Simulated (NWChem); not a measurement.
Species: AlN2H5; SMILES [NH2][AlH][NH2]

```xyz
8

Al     0.0000     0.0000    -0.4903
H      0.0000     0.0000    -2.0747
N     -1.5438    -0.0001     0.3866
H     -2.4480     0.0029    -0.0712
H     -1.6712    -0.0036     1.3918
N      1.5438     0.0001     0.3866
H      1.6712     0.0036     1.3918
H      2.4480    -0.0029    -0.0712
```
Atoms are numbered in this order, from 1.

Results from NWChem. The geometry was optimised at PBE0/def2-SVP. GIAO values for the isolated, static molecule; σ is the absolute isotropic shielding, δ = σ(reference) − σ with the isolated reference molecule computed at the same levels (1H: tetramethylsilane, 15N: ammonia).

Problem. Predict the results for PBE/pcSseg-1. Quantities: σ Al1 (ppm); δ H2 (ppm); δ N3 (ppm); δ H4 (ppm); δ H5 (ppm).

Solution. The σ Al1 (ppm) comes out as 385.4 and the δ H2 (ppm) is 4.22. The δ N3 (ppm) comes out as 26.4 and the δ H4 (ppm) is 0.53. The δ H5 (ppm) is 0.41.
